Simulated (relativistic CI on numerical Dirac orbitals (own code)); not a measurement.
Hf¹⁶⁺: what numerical and physical settings do to a radial Dirac CI calculation

Reference input:

```
atom Hf  Z=72  charge=16  electrons=56
nucleus A=180  rms_radius_fm=5.3470
hamiltonian dirac-coulomb  breit=on  qed=on  c_scale=1
orbitals kli  potential=per-configuration
slater_scale 1
correlation none
mixing on
grid step=0.0125 r_max=8.8
scf mixing=0.4 start=green max_iterations=150 tolerance=2e-08 node_fill=0.05
configurations
  [Kr] 4d10 4f10
  [Ar] 3d10 4s 4p6 4d10 4f11
  [Ar] 3d10 4s2 4p4 4d10 4f12
end
```

Computed lowest total energy -14973.38269 Ha, first excitation 11451.7 cm⁻¹, 36 SCF steps. Runs with settings changed; * marks those that are bad on purpose (the QED terms keep the true α when c is scaled):

```tsv
Changed	Outcome	Lowest level	ΔE (Ha)	First excitation (cm⁻¹)	SCF steps	Message
iteration limit 30, speed of light × 10	converged	4s2 4p6 4f10 5I_8	739	106.1	36	
iteration limit 20, SCF tolerance 1e-10, QED terms off	converged	4s2 4p6 4f10 5I_8	-10.6	11396.9	39	
grid step 0.006, node fill of the KLI weights 0	converged	4s2 4p6 4f10 5I_8	0.00826	11386.3	36	
start potential thomas-fermi, iteration limit 20	converged	4s2 4p6 4f10 5I_8	9.09e-11	11451.7	33	
node fill of the KLI weights 50 *	converged	4s2 4p6 4f10 5I_8	1.04	13202.6	37	
SCF mixing 1.3 *	converged	4s2 4p6 4f10 5I_8	-1.35e-10	11451.7	36
```
